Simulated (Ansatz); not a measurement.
Reactions of `[CH3][SnH2][AlH2]`.

Gas-phase electronic energies from Ansatz, PBE0-D4/def2-TZVP geometries. CCSD(T)/CBS is the MP2 limit (def2-TZVPP, def2-QZVPP) plus CCSD(T) − MP2 in def2-TZVPP, frozen cores. This one scheme is used for every species. def2 core potentials past Kr. For Sn outer-core shells are correlated without core-valence functions, which leaves a few kJ/mol of doubt a bond. One conformer a species, not always the lowest.

(1) Order these by ΔE at CCSD(T)/CBS, lowest first. (An estimate is asked.)
A. `[CH3][SnH2][AlH2]` + H–F → `[CH3][SnH2][F]` + `[AlH3]`
B. `[CH3][SnH2][AlH2]` + `N=C=CO` → `N=C=C[O][AlH2]` + `[CH3][SnH3]`
C. `[CH3][SnH2][AlH2]` + `CO[SiH2]C#N` → `[CH3][SnH2][C]#N` + `CO[SiH2][AlH2]`
D. `[CH3][SnH2][AlH2]` + H₂ → `[CH3][SnH3]` + `[AlH3]`
E. `[CH3][SnH2][AlH2]` + HCl → `[CH3][SnH2][Cl]` + `[AlH3]`
F. `[CH3][SnH2][AlH2]` + `[SH][SnH3]` → `[AlH2][S][SnH3]` + `[CH3][SnH3]`
G. `[CH3][SnH2][AlH2]` + `N=CO` → `[CH3][SnH2][O]C=N` + `[AlH3]`

Largest T1 diagnostic: 0.015, for `N=C=C[O][AlH2]`.

Answers

(1) B (-1.05 eV), F (-0.94 eV), E (-0.59 eV), A (-0.18 eV), G (+0.20 eV), D (+0.28 eV), C (+0.61 eV).
